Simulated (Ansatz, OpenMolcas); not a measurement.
Heat of formation of IBr (SMILES BrI) from total energies

The species is IBr (2 atoms), meant as a singlet with charge 0. As SMILES, `BrI`. Geometry: relaxed at PBE0-D4/def2-TZVP.

```xyz
2

Br    0.0000    0.0000   -0.0029
I     0.0000    0.0000    2.4609
```

Total energies at SVWN5/def2-TZVP (core potential) (OpenMolcas 26.06); the atoms run unrestricted:

```
species    state   energy (Eh)
    IBr  singlet  -2867.918885
     Br  doublet  -2570.549294
      I  doublet   -297.258646
```

Harmonic wavenumbers at PBE0-D4/def2-TZVP, in cm⁻¹: 279.

Measured heats of formation of the gaseous atoms at 298.15 K, in kJ/mol: Br 111.9, I 106.8. Spin-orbit lowering of the atoms at 298 K (mean of the ground term's levels less their thermal mean, from spectra), in kJ/mol: Br 14.69, I 30.32. Take 1 Eh = 2625.50 kJ/mol, 1 cm⁻¹ = 0.0119627 kJ/mol, RT = 2.479 kJ/mol.

Problem. Work out the heat of formation of the gas at 298 K.

Solution. 
1. Electronic atomisation energy: (-2570.549294) + (-297.258646) − (-2867.918885) = 0.110945 Eh = 291.3 kJ/mol.
2. Zero-point energy: half the sum of the wavenumbers, 139.5 cm⁻¹ = 1.7 kJ/mol.
3. Thermal vibrational enthalpy, Σ hcν̃/(exp(hcν̃/kT) − 1): 1.2 kJ/mol. Translation, rotation and pV of a linear molecule: 3.5 RT = 8.7 kJ/mol.
4. The 2 free atoms carry 5/2 RT each: 12.4 kJ/mol.
5. Spin-orbit coupling lowers the free atoms by 14.69 + 30.32 = 45.0 kJ/mol.
6. Atomisation enthalpy at 298 K: 291.3 − 45.0 − 1.7 − 1.2 − 8.7 + 12.4 = 247.1 kJ/mol.
7. Sum of the atoms' heats of formation: 218.7 kJ/mol. Heat of formation: 218.7 − 247.1 = -28.4 kJ/mol.

The tabulated value is +40.8 kJ/mol (Active Thermochemical Tables), so this level is off by -69.2 kJ/mol, or 38.9 % of the atomisation enthalpy. The LDA overbinds, which puts heats of formation too low. Anharmonicity and any spin-orbit splitting of the molecule are left out.
